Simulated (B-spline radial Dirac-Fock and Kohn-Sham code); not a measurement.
ΔSCF core binding energies without Breit or QED terms, calculated with a radial finite-basis atomic code.

A sound run for atomic bromine in the configuration [Ar] 3d10 4s2 4p5: The ground state converged in 10 iterations, with total energy -2605.02339 Ha, virial ratio 1.97482 and highest orbital energy -12.23 eV. ΔSCF binding energies: K (1s) 13511.8 eV, M5 (3d5/2) 76.56 eV. Holes are computed only in closed shells, and unreliable hole states are left out.

A second run, with one unsound setting: The ground state had not converged after 5 iterations, with total energy -2605.02335 Ha, virial ratio 1.97494 and highest orbital energy -12.25 eV. ΔSCF binding energies: K (1s) 13511.8 eV, M5 (3d5/2) 76.57 eV (not all states converged, so these are not final). Holes are computed only in closed shells, and unreliable hole states are left out.

```
iter   energy (Ha)        error
   1    -2604.53306297  1.26e+00
   2    -2604.93338103  9.83e-02
   3    -2605.01991635  2.53e-02
   4    -2605.02302086  9.92e-03
   5    -2605.02334617  1.95e-03
```

Q: Which fault fits the second run best?
A. nuclear radius in wrong units
B. overfilled shell
C. speed of light below Z
D. too few iterations

A: D. The input had maxit = 5: maxit ends the run before self-consistency.
